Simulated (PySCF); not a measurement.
C2H5AlO2. Atoms are numbered in the order given.

```xyz
10

Al    -0.0287    -0.4728     0.0000
C     -0.7692     1.3090     0.0000
C      0.0155     2.4005     0.0000
H     -1.8556     1.4743     0.0000
H     -0.3902     3.4210     0.0000
H      1.1097     2.3260     0.0000
O      1.6709    -0.5932     0.0000
H      2.2292    -1.3733     0.0000
O     -1.0855    -1.8083     0.0000
H     -0.8807    -2.7459     0.0000
```

Geometry optimised at B3LYP-D3(BJ)/def2-SVP. The structure was generated by enumeration; whether it is a known compound was not checked. One conformer was computed; it need not be the lowest.

These are IEF-PCM-ωB97X/def2-SVP in PySCF values and carry that method's errors.

The values are the electrostatic part of the solvation free energy, E(continuum) − E(gas) at the gas-phase geometry, in a cavity of scaled van der Waals radii (PySCF's table); cavitation and dispersion terms are not included. A continuum can't describe solvent molecules that bind to the metal. In vacuum the orbital gap is 11.80 eV. The dipole moment in vacuum is 2.08 D.

```csv
solvent,ε,ΔG(elec) (kcal/mol),dipole (D),gap (eV)
water,78.36,[?],[?],[?]
1-octanol,9.86,-7.4,2.44,11.92
toluene,2.37,-3.9,2.27,11.86
```

### Question
Complete the blanks. (The exact figures need the calculation; the answer reports its results.)

### Answer

- water, ΔG(elec) (kcal/mol): -8.6
- water, dipole (D): 2.51
- water, gap (eV): 11.93
